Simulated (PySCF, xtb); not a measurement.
CH2NO, SMILES N=C=[OH+], charge +1.

Geometry optimised at PBE0-D3(BJ)/def2-TZVP. The isomer is the one that the SMILES or the coordinates give; other isomers of the formula were not compared.

Calculation: PySCF with IEF-PCM-PBE0/def2-SVP.

The values are the electrostatic part of the solvation free energy, E(continuum) − E(gas) at the gas-phase geometry, in a cavity of scaled van der Waals radii (PySCF's table); cavitation and dispersion terms are not included. In vacuum the orbital gap is 10.44 eV.

Problem. Estimate the values in water (ε = 78.36), n-hexane (ε = 1.88), dimethylsulfoxide (ε = 46.83). (An estimate is asked for; the answer gives what the named calculation found.)

Solution. 
| solvent | ε | ΔG(elec) (kcal/mol) | gap (eV) |
|---|---|---|---|
| water | 78.36 | -72.0 | 10.52 |
| n-hexane | 1.88 | -33.7 | 10.47 |
| dimethylsulfoxide | 46.83 | -71.4 | 10.52 |

For comparison, GFN2-xTB/ALPB(water) (xtb, at the GFN2-xTB geometry, all terms of that model) gives -78.4 kcal/mol.
